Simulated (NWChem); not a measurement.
Molecule: disilicic acid (Si2H6O7); SMILES O[Si](O)(O[Si](O)(O)O)O

```xyz
15

O      0.7173    -2.6271     1.0290
Si    -0.0332    -1.5300     0.0569
O      0.7772    -1.4803    -1.3729
O     -1.6183    -1.9490    -0.0404
O     -0.0209    -0.0039     0.7087
Si     0.0055     1.5118     0.0907
O      0.9207     2.4653     1.0705
O      0.6101     1.3181    -1.4475
O     -1.4466     2.2506    -0.0970
H      1.6481    -2.7630     0.8296
H      0.8172    -0.5842    -1.7481
H     -1.7906    -2.8898    -0.1350
H      1.6061     2.0123     1.5701
H      0.4127     2.0242    -2.0709
H     -1.8216     2.6657     0.6849
```
Atoms are numbered in this order, from 1.

Results from NWChem. Pople sets run with spherical d functions. Geometry: optimised at PBE0/def2-SVP. Not confirmed as a minimum by frequencies. Level r2SCAN/6-31G*: energy and gradient on several grids; changes count from the extra-fine grid, which is no exact limit either.

| grid | size of the energy change (μHa) | largest change of a gradient component (μHa/bohr) | time, medium = 1 (rough) |
|---|---|---|---|
| xcoarse | 10000 | 3000 | about 1 |
| coarse | 700 | 300 | about 1 |
| medium | 2000 | 100 | about 1 |
| fine | 200 | 50 | about 1 |
| xfine | < 10 | < 30 | 2 |
